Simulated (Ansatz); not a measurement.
BiClH2 (SMILES [Cl][BiH2]) moved off its minimum; all values from Ansatz (a program for electronic structure), cores frozen in correlated methods. Elements past Kr take the def2 small-core potentials, without spin–orbit coupling.
(charge 0, multiplicity 1)
```xyz
4

Bi     0.00533    -0.07748     0.14035
H     -1.70200     0.34417    -0.84000
H     -0.17482    -1.85639    -0.79455
Cl     1.41158     1.16347    -0.95792
```

Task: Give the forces (eV/Å), the total energy and the dipole at CCSD(T)/def2-TZVPPD.

Result: 
```
atom      Fx      Fy      Fz
----  ------  ------  ------
Bi1   -5.938  -4.631   2.434
H2     1.371  -0.147   0.701
H3     0.486   1.382   0.425
Cl4    4.081   3.396  -3.560
```
Energy -674.5624 hartree, dipole 1.71 D.
